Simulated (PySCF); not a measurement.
# Nonlinear optical response: methylethylisopropylamine (C(N(CC)C)(C)C, C$_{6}$H$_{15}$N)

Geometry:
| atom | x (Å) | y (Å) | z (Å) |
| --- | --- | --- | --- |
| C1 | -2.303 | -0.887 | -0.150 |
| C2 | -0.984 | -0.522 | 0.512 |
| N3 | -0.151 | 0.326 | -0.317 |
| C4 | -0.596 | 1.694 | -0.347 |
| C5 | 1.289 | 0.181 | -0.128 |
| C6 | 1.782 | -1.167 | -0.641 |
| C7 | 1.772 | 0.448 | 1.301 |
| H8 | -2.929 | -0.002 | -0.339 |
| H9 | -2.120 | -1.380 | -1.117 |
| H10 | -2.884 | -1.569 | 0.489 |
| H11 | -0.433 | -1.451 | 0.722 |
| H12 | -1.185 | -0.059 | 1.505 |
| H13 | -1.643 | 1.751 | -0.683 |
| H14 | 0.007 | 2.272 | -1.064 |
| H15 | -0.542 | 2.212 | 0.638 |
| H16 | 1.740 | 0.951 | -0.778 |
| H17 | 1.400 | -1.349 | -1.655 |
| H18 | 1.456 | -1.999 | 0.002 |
| H19 | 2.882 | -1.191 | -0.667 |
| H20 | 2.872 | 0.432 | 1.353 |
| H21 | 1.436 | 1.431 | 1.665 |
| H22 | 1.398 | -0.317 | 2.000 |

Theory: PySCF 2.14.0, quadratic response CAM-B3LYP/aug-cc-pVDZ first hyperpolarisability, Taylor convention, gas phase. Geometry: PBE0-D3(BJ)/def2-SVP.

(1) What is the first hyperpolarisability, and how does it disperse?

(2) Which lowest excitations, dipole and polarisabilities go with it?

Answers

(1) In 10⁻³⁰ esu, Taylor convention; the vector part is βᵢ = ⅓ Σⱼ (βᵢⱼⱼ + βⱼᵢⱼ + βⱼⱼᵢ); β∥ is 3/5 of the vector part along the dipole, the dipole points from − to +:
```
                   process  λ (nm)  β vector norm     β∥  β HRS  depolarisation ratio
           static β(0;0,0)       ∞           1.60  -0.60   0.67                  4.91
second harmonic β(−2ω;ω,ω)    1907           1.71  -0.63   0.71                  4.95
         Pockels β(−ω;ω,0)    1907           1.63  -0.61      –                     –
second harmonic β(−2ω;ω,ω)    1064           2.01  -0.71   0.83                  5.00
         Pockels β(−ω;ω,0)    1064           1.72  -0.63      –                     –
```

(2) S1 5.27 eV (f = 0.007); S2 5.73 eV (f = 0.022); S3 5.80 eV (f = 0.023); dipole 0.55 D; isotropic α 86.6 au static, 86.8 au at 1907 nm, 87.2 au at 1064 nm, 87.4 au at 953.5 nm, 89.3 au at 532 nm.
